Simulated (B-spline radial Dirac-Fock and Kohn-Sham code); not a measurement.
## L-shell conversion coefficients of Fe against transition energy

Model: a Dirac-Hartree-Slater potential of the neutral atom with a Latter tail (no hole, which puts coefficients of high multipoles low close above an edge), finite nucleus with surface currents. Program: a B-spline atomic structure program. Subshells within 1 keV of threshold and pair formation are left out.

```
energy (keV)        E1        E2        M1        M3        M4        M5
        16.8     0.818      93.8     0.509      4400    387000  3.16e+07
        18.3     0.635      63.3     0.395      2720    217000  1.63e+07
        19.3     0.543      49.6     0.338      2020    152000  1.08e+07
          20     0.488      42.2     0.304      1660    120000  8.19e+06
        23.9     0.288      18.9     0.180       622     36800  2.10e+06
        33.2     0.107      4.51    0.0691       107      4370    177000
          50    0.0311     0.802    0.0214      12.9       336      8840
        55.1    0.0231     0.537    0.0163      7.92       185      4410
        74.7   0.00909     0.155   0.00700      1.78      30.0       520
         100   0.00371    0.0479   0.00317     0.445      5.56      71.4
         113   0.00255    0.0294   0.00228     0.253      2.79      31.7
         117   0.00229    0.0256   0.00208     0.216      2.30      25.3
         119   0.00217    0.0239   0.00199     0.200      2.10      22.6
         120   0.00212    0.0231   0.00195     0.192      2.00      21.4
         158  0.000913   0.00784  0.000950    0.0563     0.449      3.67
         192  0.000506   0.00368  0.000578    0.0243     0.162      1.10
         193  0.000498   0.00361  0.000571    0.0238     0.158      1.07
         200  0.000448   0.00315  0.000522    0.0205     0.131     0.862
         217  0.000351   0.00231  0.000425    0.0146    0.0868     0.529
         218  0.000346   0.00227  0.000420    0.0143    0.0848     0.515
         303  0.000133  0.000667  0.000188   0.00380    0.0170    0.0778
         369  7.64e-05  0.000331  0.000118   0.00179   0.00687    0.0267
         423  5.29e-05  0.000207  8.60e-05   0.00108   0.00375    0.0132
         476  3.89e-05  0.000140  6.57e-05  0.000707   0.00226   0.00727
         500  3.43e-05  0.000120  5.89e-05  0.000595   0.00184   0.00571
        1000  7.32e-06  1.70e-05  1.35e-05  6.48e-05  0.000134  0.000274
        1930  2.39e-06  4.21e-06  3.95e-06  1.14e-05  1.81e-05  2.85e-05
        2000  2.27e-06  3.94e-06  3.71e-06  1.04e-05  1.65e-05  2.56e-05
        2020  2.24e-06  3.87e-06  3.64e-06  1.02e-05  1.60e-05  2.49e-05
```

**Question.** How fast do they fall between 1930 and 2020 keV?

**Answer.** As powers of the energy: E1 E^-1.49, E2 E^-1.85, M1 E^-1.74, M3 E^-2.38, M4 E^-2.69, M5 E^-3.01. Within one type (E or M) the higher multipoles fall faster.

Values without a named source are computed, but for edge energies of neutral atoms, which are taken from tables.
